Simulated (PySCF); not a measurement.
HgI, SMILES [I][Hg+], charge +1. Atoms are numbered in the order given.

```xyz
2

Hg     0.0000     0.0000    -1.0354
I      0.0000     0.0000     1.5629
```
Charge +1, spin multiplicity 1.

The structure is a stationary point at B3LYP-D3(BJ)/def2-TZVP. The multiplicity is an assumed one; other spin states were not compared. The def2 effective core potentials stand for the cores of Hg, I; spin–orbit coupling is left out.

Level of theory: PySCF with CAM-B3LYP/def2-TZVPD.

Isolated molecule, no solvent.

The total energy is -450.85729 hartree and the point group comes out as C∞v. The highest occupied level comes out as -14.60 eV and the lowest empty level is -9.79 eV. The orbital gap comes out as 4.81 eV and the dipole moment about the centre of nuclear charge is 2.55 D. The mean static polarisability comes out as 57.5 bohr³ (8.53 Å³) and the polarisability, principal values is 42.6, 42.6, 87.3 bohr³.
